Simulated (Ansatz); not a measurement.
The cluster Na2Br3. The state is a doublet with charge 0. Geometry PBE0-D4/def2-SVP, basis def2-TZVP, Ansatz.

| atom | x (Å) | y (Å) | z (Å) |
| --- | --- | --- | --- |
| Na1 | -0.414 | -1.425 | -0.738 |
| Na2 | 0.893 | 1.371 | 0.264 |
| Br3 | -1.955 | 0.858 | 0.164 |
| Br4 | 1.751 | -0.200 | -1.726 |
| Br5 | -0.275 | -0.604 | 2.036 |

```tsv
run	HOMO (eV)	LUMO (eV)
A	-5.84	-5.24
B	-9.74	-2.39
C	-6.12	-5.17
D	-6.57	-4.85
E	-7.05	-4.44
F	-5.76	-5.14
```

LC-ωPBE has ω = 0.4 bohr⁻¹. In the doublet, Br3 and Br5 lie 2.91 Å apart (atoms count from 1), so these atoms are partly bonded to each other. The structure comes from a short search, and lower isomers may exist.

HOMO and LUMO are taken over both spins.

Question: The runs used LC-ωPBE, PBE, PBE0, r2SCAN, r2SCANh, revPBE. Estimate which is which.

Answer: A PBE (0 % exact exchange); B LC-ωPBE (range-separated); C r2SCAN (0 % exact exchange); D r2SCANh (10 % exact exchange); E PBE0 (25 % exact exchange); F revPBE (0 % exact exchange). Exact exchange lowers occupied and raises empty levels; among semilocal functionals meta-GGAs tend to open the gap a little, and such runs are hard to tell apart. The gap grows from 0.60 eV (PBE) to 7.35 eV (LC-ωPBE).
